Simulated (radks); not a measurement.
Question: Isoelectronic series with 43 electrons, all held in the configuration [Kr] 4d5 5s2, which need not be the ground one along the series. All-electron calculation, scalar-relativistic Kohn-Sham, LDA (Slater exchange, Perdew-Wang correlation), spin-polarised, spherical densities, finite nucleus; open shells are filled with parallel spins first (spin-orbit coupling, left out, can overturn this in heavy ions); Fermi nuclear charge, rms radius of each element as measured or else 0.836 A^(1/3) + 0.57 fm. Program: a radial shooting solver on a logarithmic mesh with Libxc functionals. Total energies (hartree) and orbital eigenvalues (hartree) (* marks an orbital that is empty in some or all of the ions):

| ion | E (hartree) | 4d down* | 5s down | 5s up |
|---|---|---|---|---|
| Tc | -4281.32907 | -0.18051 | -0.16635 | -0.21115 |
| Ru+ | -4525.81629 | -0.60954 | -0.46209 | -0.51154 |
| Rh2+ | -4777.99174 | -1.14190 | -0.82489 | -0.87832 |
| Pd3+ | -5037.86018 | -1.76352 | -1.24620 | -1.30330 |
| Ag4+ | -5305.44171 | -2.46691 | -1.72155 | -1.78218 |
| Cd5+ | -5580.75806 | -3.24750 | -2.24827 | -2.31236 |
| In6+ | -5863.84417 | -4.10229 | -2.82463 | -2.89212 |
| Sn7+ | -6154.72910 | -5.02917 | -3.44942 | -3.52029 |
| Sb8+ | -6453.45135 | -6.02657 | -4.12181 | -4.19603 |
| Te9+ | -6760.04687 | -7.09333 | -4.84119 | -4.91875 |
| I10+ | -7074.56415 | -8.22853 | -5.60711 | -5.68802 |
| Xe11+ | -7397.04024 | -9.43146 | -6.41926 | -6.50352 |
| Cs12+ | -7727.5253 | -10.70154 | -7.27743 | -7.36503 |
| Ba13+ | -8066.0638 | -12.03829 | -8.18147 | -8.27242 |
| La14+ | -8412.7097 | -13.44132 | -9.13130 | -9.22561 |
| Ce15+ | -8767.5124 | -14.91033 | -10.12689 | -10.22457 |
| Pr16+ | -9130.5282 | -16.44505 | -11.16826 | -11.26931 |
| Nd17+ | -9501.8110 | -18.04525 | -12.25544 | -12.35989 |
| Pm18+ | -9881.4142 | -19.71077 | -13.38854 | -13.49639 |

Estimate the row of Sm19+.

Answer: E (hartree) -10269.3862; 4d down* -21.44144; 5s down -14.56763; 5s up -14.67890.
